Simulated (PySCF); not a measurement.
C₂H₅BO₃, SMILES OC(=O)B(C)O.

Geometry: B3LYP-D3(BJ)/def2-SVP. The structure was generated by enumeration, and PubChem lists no compound with its InChIKey, so it may never have been made. The values are those of a single conformer.

The numbers are results of PBE/def2-TZVP run with PySCF, not measurements.

Symmetry labels are those of the subgroup Cs that the program uses (full group Cs).

Computed valence orbital energies around the gap with their symmetry:
| orbital | symmetry | energy (eV) |
|---|---|---|
| HOMO−7 | A' | -9.99 |
| HOMO−6 | A" | -9.90 |
| HOMO−5 | A' | -9.72 |
| HOMO−4 | A' | -9.27 |
| HOMO−3 | A" | -8.81 |
| HOMO−2 | A' | -8.12 |
| HOMO−1 | A" | -8.00 |
| HOMO | A' | -6.51 |
| LUMO | A" | -2.55 |
| LUMO+1 | A' | 0.01 |
| LUMO+2 | A' | 0.46 |
| LUMO+3 | A" | 0.83 |
